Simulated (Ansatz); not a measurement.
`FBN[SiH3]` + `[CH2]1[NH][AlH]1` → `[SiH3][N]1[CH2][AlH]1` + `NBF` at 500 K and 1 bar (ligand exchange at the Si–N bond).

Gas-phase electronic energies from Ansatz, PBE0-D4/def2-TZVP geometries. CCSD(T)/CBS is the MP2 limit (def2-TZVPP, def2-QZVPP) plus CCSD(T) − MP2 in def2-TZVPP, frozen cores. This one scheme is used for every species. Each species was taken in one conformer, which may not be the lowest.

```csv
species,CCSD(T)/CBS energy (Eh),H − E (kJ/mol),S (J/(mol·K))
`FBN[SiH3]`,-471.49367,191.1,371.5
`[CH2]1[NH][AlH]1`,-337.12157,155.2,310.9
`[SiH3][N]1[CH2][AlH]1`,-627.42841,210.0,388.7
`NBF`,-181.19761,137.2,290.8
```

H − E and S are ideal-gas, rigid-rotor, harmonic terms from PBE0-D4/def2-TZVP, for one conformer and one mirror image of each species. 1 Eh = 2625.50 kJ/mol, R = 8.31446 J/(mol·K).

By hand: ΔE, ΔH, ΔS and ΔG.

ΔE = (-627.42841) + (-181.19761) − (-471.49367) − (-337.12157) = -0.01078 Eh = -28.3 kJ/mol. Δ(H − E) = 210.0 + 137.2 − 191.1 − 155.2 = 0.9, so ΔH = -27.4 kJ/mol. ΔS = 388.7 + 290.8 − 371.5 − 310.9 = -2.9 J/(mol·K). ΔG = -27.4 − 500 × (-2.9)/1000 = -25.9 kJ/mol.

By hand: the equilibrium constant, and the temperature at which ΔG would vanish if ΔH and ΔS stayed fixed.

log₁₀ K = −ΔG/(RT ln 10) = 2.7. ΔG = 0 at ΔH/ΔS = 9448 K, far beyond where these terms or the molecules hold.

The number of gas molecules stays the same, so ΔS is small and ΔH decides. A doubt of 5 kJ/mol in ΔE shifts log₁₀ K by 0.5 here. Other conformers and mirror images would add mixing entropy, several J/(mol·K) or more a flexible species. These are equilibria of isolated gas molecules and say nothing of rates. Largest T1 diagnostic: 0.015 (customary marks: 0.02 for closed shells, 0.045 for open ones).
